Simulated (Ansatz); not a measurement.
`[F][Al]([F])[N]([SiH3])[SiH3]` + `CC(C)N` → `CC(C)[NH][Al]([F])[F]` + `[SiH3]N[SiH3]`  (ligand exchange at the Al–N bond)

Program: Ansatz. Geometries: PBE0-D4/def2-TZVP. ΔE: electronic, gas phase. CBS: MP2 limit from def2 TZ/QZ plus the TZ coupled-cluster correction, frozen cores. This one scheme is used for every species. DFT in def2-TZVPP. B3LYP here is the variant with VWN-RPA as its local correlation; programs differ in this. Each species was taken in one conformer, which may not be the lowest.

```json
{"level": "PBE-D4", "ΔE (kJ/mol)": "6.8"}
{"level": "B3LYP-D4", "ΔE (kJ/mol)": "4.4"}
{"level": "B2PLYP", "ΔE (kJ/mol)": "6.6"}
{"level": "PBE", "ΔE (kJ/mol)": "6.3"}
{"level": "r2SCAN", "ΔE (kJ/mol)": "9.1"}
{"level": "CCSD/def2-TZVPP", "ΔE (kJ/mol)": "10.0"}
{"level": "CCSD(T)/def2-TZVPP", "ΔE (kJ/mol)": "11.0"}
{"level": "HF/CBS(def2)", "ΔE (kJ/mol)": "8.3"}
```

Q: What does CCSD(T)/CBS give? (Best estimate.)

A: Computed: +10.7 kJ/mol. The listed levels differ from it by -3.9, -6.3, -4.1, -4.4, -1.6, -0.7, 0.3, -2.4 kJ/mol.

Largest T1 diagnostic among the species: 0.012.

In def2-TZVPP, CCSD(T) changes the Hartree–Fock value by +3.4 kJ/mol (the triples alone add +1.0 kJ/mol) and MP2 by +3.1 kJ/mol.

CCSD(T)/CBS has its own doubt, a few kJ/mol and more with outer-core shells, so smaller differences from it don't rank the levels.
